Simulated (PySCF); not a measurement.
How methods differ on the excitation energy of Cu

Cu [Ar] 3d10 4s1 (2S) → Cu [Ar] 3d10 4p1 (2P), as a difference of total energies. All numbers are calculated (PySCF 2.14, scalar relativity through the core potential, in aug-cc-pVDZ-PP with ECP10MDF (5s5p4d2f, 54 functions)). Correlated levels: valence: 3s2 3p6 frozen. The calculations carry no spin-orbit coupling.

```json
{"method": "UHF", "excitation energy (cm⁻¹)": "25838"}
{"method": "LDA", "excitation energy (cm⁻¹)": "34105"}
{"method": "PBE0", "excitation energy (cm⁻¹)": "30868"}
{"method": "r2SCAN", "excitation energy (cm⁻¹)": "31820"}
{"method": "BLYP", "excitation energy (cm⁻¹)": "32965"}
{"method": "wB97M-V", "excitation energy (cm⁻¹)": "30685"}
{"method": "revPBE", "excitation energy (cm⁻¹)": "31619"}
{"method": "MP2 (valence)", "excitation energy (cm⁻¹)": "30766"}
{"method": "SCS-MP2 (valence)", "excitation energy (cm⁻¹)": "30103"}
```

Estimate what LC-wPBE gives.

31117 cm⁻¹, closest to PBE0 among the rows shown.

Estimate what PBE gives.

32258 cm⁻¹, closest to r2SCAN among the rows shown.

Errors of the correlated levels include the incompleteness of this basis and the frozen core.

For comparison: 30701 cm⁻¹ (measured; NIST levels, between the centres of gravity of the two terms).
